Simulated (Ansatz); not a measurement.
```xyz
8

C    -0.2345   -0.2406   -0.9488
Si    0.5531   -0.9247    0.4448
In   -0.1774    1.5053    1.3103
H    -1.2976   -0.3542   -1.1299
H     0.3026    0.3295   -1.6986
H     2.0289   -0.9858    0.5268
H    -0.1414   -1.9131    1.2985
H    -1.0337    2.5836    0.1969
```

The species carries charge 0 and has multiplicity 1. In: def2 effective core potential. The bonds changed during the relaxation, so this is another structure than the one it started from.

List the B3LYP/def2-TZVPP orbital energies in eV (Ansatz). (Best estimate.)

Computed: Occupied: -1799.26, -276.52, -143.83, -126.68, -99.21, -99.12, -99.08, -83.30, -83.17, -82.99, -20.40, -20.32, -20.18, -20.15, -20.08, -18.44, -14.18, -11.62, -10.61, -9.90, -9.85, -7.13, -5.37. Lowest empty: -2.02, -1.77, -0.37, 0.60, 0.76, 1.30, 1.86, 2.11.

B3LYP here is the variant with VWN-RPA as its local correlation; programs differ in this.
